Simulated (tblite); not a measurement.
C4H10BFSi.
Atom-mapped SMILES: `[CH3:1][B:2]([SiH3:3])/[C:4]([CH3:5])=[CH:6]\[F:7]` (hydrogens: H8, H9, H10 on C1; H11, H12, H13 on Si3; H14, H15, H16 on C5; H17 on C6)

Computed with GFN2-xTB (tblite), gas phase: L-BFGS steps from a force-field or distance-geometry start until the largest atomic force falls under 0.01 eV/Å.

Step 3: E = -579.5102 eV
```
atom  x, y, z in Å  |  force x, y, z in eV/Å
C1     -0.7496   -1.7443   -0.4375   -0.103  -0.293  -0.123
B2     -0.4797   -0.3965    0.2516   -0.388   0.620  -0.077
Si3    -1.9687    0.8299    0.5273    0.097   0.113  -0.179
C4      0.9494    0.1326    0.2432    0.009   0.520  -0.754
C5      1.2429    1.0990   -0.8925    0.153  -0.174   0.327
C6      1.9301   -0.2047    1.0428    0.342  -0.223   0.443
F7      1.6910   -1.0683    2.0628    0.321   0.010   0.101
H8     -0.4785   -1.6131   -1.4822   -0.004  -0.124  -0.199
H9     -1.7847   -2.0428   -0.3927   -0.246  -0.311  -0.076
H10    -0.1242   -2.5345   -0.0595    0.196  -0.421   0.065
H11    -2.0991    1.2784    1.9016   -0.141   0.259   0.208
H12    -1.8470    1.9877   -0.4031   -0.129  -0.122   0.290
H13    -3.1925    0.1313    0.1494   -0.353   0.065  -0.019
H14     0.3605    1.3026   -1.4770   -0.223  -0.025  -0.148
H15     1.9971    0.6540   -1.5319    0.116   0.102  -0.138
H16     1.6063    2.0401   -0.4950    0.132   0.090  -0.011
H17     2.9397    0.1607    0.9827    0.222  -0.086   0.288
```

Step 4: E = -579.5519 eV
```
atom  x, y, z in Å  |  force x, y, z in eV/Å
C1     -0.7503   -1.7488   -0.4337   -0.056  -0.216  -0.073
B2     -0.4881   -0.3818    0.2302   -0.124   0.305   0.052
Si3    -1.9726    0.8297    0.5299   -0.053   0.186  -0.107
C4      0.9501    0.1392    0.2360    0.186   0.130  -0.191
C5      1.2456    1.0959   -0.8857    0.089   0.120  -0.138
C6      1.9322   -0.2044    1.0434    0.129  -0.058   0.147
F7      1.7062   -1.0636    2.0625    0.166  -0.108   0.196
H8     -0.4839   -1.6202   -1.4754    0.063  -0.093  -0.374
H9     -1.7813   -2.0532   -0.4002   -0.355  -0.306  -0.001
H10    -0.1250   -2.5444   -0.0641    0.197  -0.324   0.115
H11    -2.1045    1.2884    1.9068   -0.114   0.191   0.101
H12    -1.8506    1.9860   -0.3954   -0.138  -0.049   0.241
H13    -3.2017    0.1358    0.1488   -0.307   0.085   0.009
H14     0.3613    1.2989   -1.4778   -0.111  -0.020  -0.056
H15     1.9977    0.6626   -1.5355    0.146   0.042  -0.123
H16     1.6111    2.0396   -0.4987    0.120   0.133   0.030
H17     2.9469    0.1524    0.9990    0.161  -0.019   0.172
```

Step 5: E = -579.5821 eV
```
atom  x, y, z in Å  |  force x, y, z in eV/Å
C1     -0.7516   -1.7559   -0.4315   -0.042  -0.127  -0.096
B2     -0.4962   -0.3658    0.2134    0.164  -0.116   0.076
Si3    -1.9780    0.8333    0.5307   -0.225   0.140   0.043
C4      0.9555    0.1451    0.2296    0.100  -0.159   0.166
C5      1.2490    1.0968   -0.8850    0.113   0.287  -0.371
C6      1.9345   -0.2045    1.0450    0.133   0.040   0.021
F7      1.7215   -1.0621    2.0662    0.028  -0.133   0.178
H8     -0.4871   -1.6278   -1.4772    0.055  -0.102  -0.290
H9     -1.7854   -2.0676   -0.4062   -0.211  -0.232   0.046
H10    -0.1222   -2.5582   -0.0657    0.086  -0.109   0.090
H11    -2.1111    1.3001    1.9124   -0.088   0.121  -0.022
H12    -1.8563    1.9842   -0.3848   -0.139   0.098   0.130
H13    -3.2149    0.1414    0.1486   -0.214   0.127   0.045
H14     0.3608    1.2953   -1.4789   -0.023   0.001  -0.001
H15     2.0011    0.6704   -1.5409    0.139   0.024  -0.106
H16     1.6174    2.0419   -0.5011    0.082   0.128   0.018
H17     2.9560    0.1454    1.0154    0.041   0.011   0.072
```

Problem. Estimate the geometry and energy of step 6. (The exact step hangs on the optimiser's Hessian estimate; all steps are aligned on step 5, rigid shifts and turns removed.)

Solution. E = -579.6003 eV, largest force 0.396 eV/Å
```
atom  x, y, z in Å  |  force x, y, z in eV/Å
C1     -0.7534   -1.7626   -0.4324   -0.025  -0.087  -0.120
B2     -0.4987   -0.3582    0.2040    0.219  -0.321   0.078
Si3    -1.9854    0.8377    0.5321   -0.223   0.013   0.112
C4      0.9606    0.1471    0.2270    0.093  -0.203   0.226
C5      1.2535    1.1016   -0.8897    0.086   0.208  -0.280
C6      1.9384   -0.2046    1.0474    0.079   0.058  -0.026
F7      1.7318   -1.0630    2.0713   -0.037  -0.094   0.106
H8     -0.4884   -1.6346   -1.4827    0.020  -0.126  -0.153
H9     -1.7909   -2.0807   -0.4091   -0.033  -0.153   0.060
H10    -0.1192   -2.5685   -0.0652   -0.026   0.063   0.038
H11    -2.1169    1.3097    1.9155   -0.077   0.084  -0.074
H12    -1.8624    1.9851   -0.3759   -0.136   0.202   0.047
H13    -3.2270    0.1472    0.1493   -0.153   0.150   0.067
H14     0.3597    1.2932   -1.4799    0.038   0.028   0.016
H15     2.0057    0.6759   -1.5462    0.126   0.027  -0.102
H16     1.6227    2.0456   -0.5024    0.052   0.115  -0.011
H17     2.9627    0.1412    1.0270   -0.002   0.035   0.016
```

The energy changes by -0.0182 eV. The first-order estimate −F·Δx gives -0.0247 eV and the mean of the old and new forces, exact on a quadratic surface, -0.0182 eV. The step makes an angle of 52° with the force vector and moves no atom by more than 0.015 Å.

The cost below is that of the whole relaxation. Time: 0.91 s of wall time. Hardware: one thread of an Arm Neoverse V1, shared host with 32 logical CPUs at a one-minute load of 24.
